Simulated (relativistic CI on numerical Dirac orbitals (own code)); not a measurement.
## Level scheme of Hf⁵⁴⁺

Computed by Dirac-Coulomb-Breit CI, KLI orbitals optimised for each configuration, model QED, unscaled Slater integrals (own radial code, finite nucleus).

CI space (outside the closed core [Ne]): 3s²3p⁶, 3s²3p⁵3d, 3s3p⁶3d, 3s²3p⁵4s, 3s²3p⁵4p, 3s²3p⁵4d, 3s3p⁶4s, 3p⁶3d4p, 3s²3p⁵4f, 3s3p⁶4p, 3s3p⁶4d, 3s3p⁶4f, 3s²3p⁵5s, 3s²3p⁵5p, 3s²3p⁵5d, 3s²3p⁵5f, 3s²3p⁵5g, 3s3p⁶5s, 3s3p⁶5p, 3s3p⁶5d, 3s3p⁶5f, 3p⁶3d², 3p⁵3d³, 3p⁵3d²4s, 3p⁵3d²4p, 3p⁵3d²4d, 3p⁶3d4s, 3p⁵3d4s², 3p⁵3d4s4p, 3p⁵3d4s4d, 3p⁶4s², 3p⁵4s²4p, 3p⁵4s²4d. Double excitations out of closed p, d and f shells are left out; levels of such configurations are missing from the list, as are those of other unlisted configurations, and high levels can miss mixing partners. These lack a partner that the ground configuration has and come out too high: 3s²3p⁵4f, 3s²3p⁵5s, 3s²3p⁵5p, 3s²3p⁵5d, 3s²3p⁵5f.

```
No.  Configuration  Term  J  E (10³ cm⁻¹)    %  Landé g
  1         3s²3p⁶    ¹S  0           0.0  100         
  2       3s²3p⁵3d   ³P°  0        1845.2  100         
  3       3s²3p⁵3d   ³P°  1        1932.4   69    1.183
  4       3s²3p⁵3d   ³F°  3        1967.0   56    1.058
  5       3s²3p⁵3d   ³D°  2        2000.2   53    1.066
  6       3s²3p⁵3d   ³F°  4        2464.1  100    1.239
  7       3s²3p⁵3d   ¹D°  2        2507.9   47    1.197
  8       3s²3p⁵3d   ³D°  3        2597.9   70    1.223
  9       3s²3p⁵3d   ¹P°  1        2828.8   51    0.945
 10       3s²3p⁵3d   ³F°  2        4373.6   73    0.759
 11       3s²3p⁵3d   ¹P°  1        4678.6   48    0.838
 12       3s²3p⁵3d   ³P°  2        4940.0   44    1.264
 13       3s²3p⁵3d   ³F°  3        4979.0   42    1.100
 14        3s3p⁶3d    ³D  1        6075.4  100    0.488
 15        3s3p⁶3d    ³D  2        6127.7   73    1.108
 16        3s3p⁶3d    ³D  3        6629.6  100    1.322
 17        3s3p⁶3d    ¹D  2        6741.9   72    1.035
 18         3p⁶3d²    ³F  2       12285.0   74    0.757
 19         3p⁶3d²    ³P  0       12475.9   71         
 20         3p⁶3d²    ³F  3       12808.4  100    1.072
 21         3p⁶3d²    ³P  2       12897.1   49    1.168
 22         3p⁶3d²    ¹G  4       12919.9   68    1.067
 23         3p⁶3d²    ³P  1       12935.7  100    1.490
 24         3p⁶3d²    ³F  4       13401.1   68    1.160
 25         3p⁶3d²    ³P  2       13471.4   47    1.207
 26         3p⁶3d²    ¹S  0       13673.2   71         
 27     3p⁵3d³(2D)   ³D°  2       14145.2   27    1.087
 28     3p⁵3d³(4F)   ⁵D°  1       14182.1   29    0.996
 29     3p⁵3d³(4F)   ⁵D°  0       14216.9   53         
 30     3p⁵3d³(2D)   ³F°  3       14231.6   25    1.049
```

Energies count from the lowest computed level; ° marks odd parity. Percentages are summed over parent terms; the parents shown are those of the largest component, closed shells are left out there.

The mean weight of the leading LS term, summed over parents, in these 30 levels is 66 %, and that of the leading jj configuration (from the same eigenvectors) 99 %, so jj coupling describes them better and the LS labels are nominal.

At this charge energies of transitions that change n are usually good to better than 1 %, and those within a shell (Δn = 0) to a few per cent.

LS names give the leading component of a level, which can be under half, so a name can repeat, a term be missing and a line seem to break the LS rules.
